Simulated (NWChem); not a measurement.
Molecule: SiH$_{2}$SO, singlet; SMILES O[Si]S

```xyz
5

Si    -0.6845    -0.6758     0.0000
O      0.7032    -1.5963     0.0000
H      1.5889    -1.1990     0.0000
S      0.2078     1.3380     0.0000
H     -0.9564     2.0218     0.0000
```
Atoms are numbered in this order, from 1.

Computed with NWChem. Low-valent species are run as closed-shell singlets; no triplet was tried in these runs. Geometry: optimised at B3LYP/6-31G* (spherical d). Total energies compare along this basis series because the functional is fixed.

```json
[
 {"level": "Hartree-Fock/def2-SVP", "basis functions": "60", "energy (Ha)": "-762.2525", "highest occupied level (eV)": "-9.32", "orbital gap (eV)": "10.86", "dipole (D)": "0.58"},
 {"level": "Hartree-Fock/def2-SVPD", "basis functions": "90", "energy (Ha)": "-762.2710", "highest occupied level (eV)": "-9.47", "orbital gap (eV)": "10.73", "dipole (D)": "0.57"},
 {"level": "Hartree-Fock/def2-TZVP", "basis functions": "117", "energy (Ha)": "-762.5940", "highest occupied level (eV)": "-9.41", "orbital gap (eV)": "10.70", "dipole (D)": "0.57"},
 {"level": "Hartree-Fock/def2-TZVPP", "basis functions": "143", "energy (Ha)": "-762.5964", "highest occupied level (eV)": "-9.41", "orbital gap (eV)": "10.71", "dipole (D)": "0.54"},
 {"level": "Hartree-Fock/def2-QZVP", "basis functions": "257", "energy (Ha)": "-762.6201", "highest occupied level (eV)": "-9.44", "orbital gap (eV)": "10.58", "dipole (D)": "0.56"}
]
```
